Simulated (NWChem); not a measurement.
System: C4H6Si; SMILES C#C[SiH2]C=C

NWChem input:

```
start job
memory heap 200 mb stack 900 mb global 1100 mb
geometry units angstroms noautoz
  C      0.717493     2.695664     0.100178
  C      0.119619     1.636732     0.047679
  Si    -0.768678     0.028160    -0.039658
  C      0.411488    -1.355770    -0.465392
  C      0.590201    -2.430371     0.311171
  H      1.244463     3.632351     0.147971
  H     -1.400651    -0.258731     1.282257
  H     -1.834524     0.160156    -1.078732
  H      0.980974    -1.287629    -1.401763
  H      0.055309    -2.555617     1.259732
  H      1.280633    -3.236558     0.038322
end
basis spherical
  * library def2-svp
end
dft
  xc m06-2x
  iterations 150
  mulliken
end
task dft energy
```

NWChem printed, in part:

```
             Northwest Computational Chemistry Package (NWChem) 7.3.0
             --------------------------------------------------------

 C1  symmetry detected

                             Geometry "geometry" -> ""
                             -------------------------

 Output coordinates in angstroms (scale by  1.889725989 to convert to a.u.)

  No.       Tag          Charge          X              Y              Z
 ---- ---------------- ---------- -------------- -------------- --------------
    1 C                    6.0000     0.70577764     2.69345229     0.07458378
    2 C                    6.0000     0.10701549     1.63415222     0.04435610
    3 Si                  14.0000    -0.78285406     0.02498720    -0.00971146
    4 C                    6.0000     0.38522419    -1.36081576    -0.46186942
    5 C                    6.0000     0.58627359    -2.43149072     0.31465490
    6 H                    1.0000     1.23357246     3.63047125     0.10272942
    7 H                    1.0000    -1.37695327    -0.25542650     1.33102337
    8 H                    1.0000    -1.87780871     0.15158149    -1.01875736
    9 H                    1.0000     0.92787946    -1.29723694    -1.41435624
   10 H                    1.0000     0.07856384    -2.55210606     1.27862935
   11 H                    1.0000     1.26895769    -3.23889223     0.02633976

 Effective nuclear repulsion energy (a.u.)     179.5441707470

                                 NWChem DFT Module
                                 -----------------

 Summary of "ao basis" -> "ao basis" (spherical)
 ------------------------------------------------------------------------------
       Tag                 Description            Shells   Functions and Types
 ---------------- ------------------------------  ------  ---------------------
 C                          def2-svp                 6       14   3s2p1d
 Si                         def2-svp                 8       18   4s3p1d
 H                          def2-svp                 3        5   2s1p

            General Information
            -------------------
          SCF calculation type: DFT
          Wavefunction type:  closed shell.
          No. of atoms     :    11
          No. of electrons :    44
           Alpha electrons :    22
            Beta electrons :    22
          Charge           :     0
          Spin multiplicity:     1
          Use of symmetry is: off; symmetry adaption is: off
          Maximum number of iterations: 150
          AO basis - number of functions:   104
                     number of shells:    50
          Convergence on energy requested:  1.00D-06
          Convergence on density requested:  1.00D-05
          Convergence on gradient requested:  5.00D-04

              XC Information
              --------------
                       M06-2X Method XC Functional
                     Hartree-Fock (Exact) Exchange  0.540
                        M06-2X Exchange Functional  1.000
                      M06-2X Correlation Potential  1.000

             Grid Information
             ----------------
          Grid used for XC integration:  medium
          Radial quadrature: Mura-Knowles
          Angular quadrature: Lebedev.
          Tag              B.-S. Rad. Rad. Pts. Rad. Cut. Ang. Pts.
          ---              ---------- --------- --------- ---------
          C                   0.70       49          14.0       434
          Si                  1.10       88          11.0       590
          H                   0.35       45          15.0       434
          Grid pruning is: on
          Number of quadrature shells:   554
          Spatial weights used:  Erf1

      Superposition of Atomic Density Guess
      -------------------------------------

 Sum of atomic energies:        -442.23346051

      Non-variational initial energy
      ------------------------------

 Total energy =    -444.752257
 1-e energy   =    -960.962381
 2-e energy   =     336.665953
 HOMO         =      -0.337902
 LUMO         =      -0.021848

     ---------------------------------------------
      Total Density - Mulliken Population Analysis
     ---------------------------------------------

    Atom       Charge   Shell Charges
 -----------   ------   -------------------------------------------------------
    1 C    6     6.20   1.99  0.98  0.57  1.88  0.75  0.03
    2 C    6     6.22   1.99  1.01  0.31  1.96  0.92  0.03
    3 Si  14    13.37   2.00  1.99  0.99  0.24  5.94  1.11  0.93  0.17
    4 C    6     6.40   1.99  0.99  0.32  1.99  1.08  0.03
    5 C    6     6.12   1.99  0.97  0.27  1.92  0.94  0.03
    6 H    1     0.88   0.63  0.22  0.03
    7 H    1     1.07   0.69  0.36  0.01
    8 H    1     1.06   0.69  0.36  0.01
    9 H    1     0.88   0.66  0.20  0.02
   10 H    1     0.90   0.67  0.21  0.02
   11 H    1     0.90   0.67  0.20  0.02

   convergence    iter        energy       DeltaE   RMS-Dens  Diis-err
 ---------------- ----- ----------------- --------- --------- ---------
 d= 0,ls=0.0,diis     1   -445.0934793921 -6.25D+02  5.76D-03  2.75D-01
 d= 0,ls=0.0,diis     2   -445.1317336687 -3.83D-02  2.15D-03  3.60D-02
 d= 0,ls=0.0,diis     3   -445.1333591727 -1.63D-03  1.02D-03  2.38D-02
 d= 0,ls=0.0,diis     4   -445.1359965229 -2.64D-03  3.66D-04  2.91D-03
 d= 0,ls=0.0,diis     5   -445.1363826042 -3.86D-04  8.45D-05  6.16D-05
  Resetting Diis
 d= 0,ls=0.0,diis     6   -445.1363924691 -9.86D-06  2.17D-05  5.19D-06
 d= 0,ls=0.0,diis     7   -445.1363930805 -6.11D-07  1.52D-05  1.30D-06
 d= 0,ls=0.0,diis     8   -445.1363929640  1.17D-07  8.47D-06  2.26D-06

         Total DFT energy =     -445.136392963964
      One electron energy =     -965.351685422435
           Coulomb energy =      385.279492617873
    Exchange-Corr. energy =      -44.608370906388
 Nuclear repulsion energy =      179.544170746986

 Numeric. integr. density =       44.000033248820

                       DFT Final Molecular Orbital Analysis
                       ------------------------------------

 Vector   20  Occ=2.000000D+00  E=-3.462325D-01
              MO Center=  2.9D-01,  2.0D-01,  1.9D-02, r^2= 5.4D+00
   Bfn.  Coefficient  Atom+Function         Bfn.  Coefficient  Atom+Function
  ----- ------------  ---------------      ----- ------------  ---------------
     6      0.267569   1 C  pz               50     -0.268541   4 C  px
    20      0.260293   2 C  pz               53     -0.177290   4 C  px
    64     -0.164166   5 C  px               23      0.162787   2 C  pz
     9      0.158408   1 C  pz               65     -0.154976   5 C  py
    18     -0.130436   2 C  px               66     -0.118959   5 C  pz

 Vector   21  Occ=2.000000D+00  E=-3.404951D-01
              MO Center=  1.6D-01,  1.6D+00, -4.7D-02, r^2= 3.3D+00
   Bfn.  Coefficient  Atom+Function         Bfn.  Coefficient  Atom+Function
  ----- ------------  ---------------      ----- ------------  ---------------
     4      0.268127   1 C  px               18      0.258069   2 C  px
     6      0.234808   1 C  pz               20      0.223218   2 C  pz
    85      0.172799   8 H  s                 7      0.162286   1 C  px
     5     -0.160374   1 C  py               21      0.158519   2 C  px
    19     -0.145705   2 C  py                9      0.142295   1 C  pz

 Vector   22  Occ=2.000000D+00  E=-3.368063D-01
              MO Center=  3.4D-01, -1.8D-01, -9.0D-04, r^2= 5.5D+00
   Bfn.  Coefficient  Atom+Function         Bfn.  Coefficient  Atom+Function
  ----- ------------  ---------------      ----- ------------  ---------------
    64      0.239885   5 C  px               51      0.198703   4 C  py
     6      0.187732   1 C  pz                4     -0.183174   1 C  px
    20      0.176853   2 C  pz               52      0.164046   4 C  pz
    67      0.162518   5 C  px               50      0.158959   4 C  px
    18     -0.136511   2 C  px               19      0.134001   2 C  py

 Vector   23  Occ=0.000000D+00  E= 1.600577D-02
              MO Center=  3.0D-01, -1.1D+00, -2.1D-02, r^2= 4.6D+00
   Bfn.  Coefficient  Atom+Function         Bfn.  Coefficient  Atom+Function
  ----- ------------  ---------------      ----- ------------  ---------------
    67      0.412238   5 C  px               53     -0.370810   4 C  px
    86     -0.336148   8 H  s                64      0.284400   5 C  px
    69      0.283288   5 C  pz               39     -0.267293   3 Si px
    68      0.254479   5 C  py               50     -0.243548   4 C  px
    21     -0.220522   2 C  px               54     -0.211836   4 C  py

 Vector   24  Occ=0.000000D+00  E= 4.017358D-02
              MO Center= -6.9D-02,  1.3D+00,  3.2D-02, r^2= 4.4D+00
   Bfn.  Coefficient  Atom+Function         Bfn.  Coefficient  Atom+Function
  ----- ------------  ---------------      ----- ------------  ---------------
    49      0.731074   4 C  s                41      0.645189   3 Si pz
    81     -0.582415   7 H  s                 9     -0.460397   1 C  pz
    23      0.348692   2 C  pz               40      0.337059   3 Si py
     6     -0.303446   1 C  pz               39     -0.287730   3 Si px
    20      0.223696   2 C  pz                7      0.218876   1 C  px

 Vector   25  Occ=0.000000D+00  E= 4.989414D-02
              MO Center= -4.6D-02,  9.4D-01,  3.5D-02, r^2= 5.1D+00
   Bfn.  Coefficient  Atom+Function         Bfn.  Coefficient  Atom+Function
  ----- ------------  ---------------      ----- ------------  ---------------
    40      0.683580   3 Si py               49      0.489542   4 C  s
    86     -0.412306   8 H  s                39     -0.374200   3 Si px
     7      0.355532   1 C  px               54      0.343869   4 C  py
     9      0.323873   1 C  pz               22      0.273980   2 C  py
    23     -0.272612   2 C  pz               41     -0.246978   3 Si pz

     ---------------------------------------------
      Total Density - Mulliken Population Analysis
     ---------------------------------------------

[...]
```

Level: M06-2X/def2-SVP. Coordinates come from a PBE0/def2-SVP optimisation.
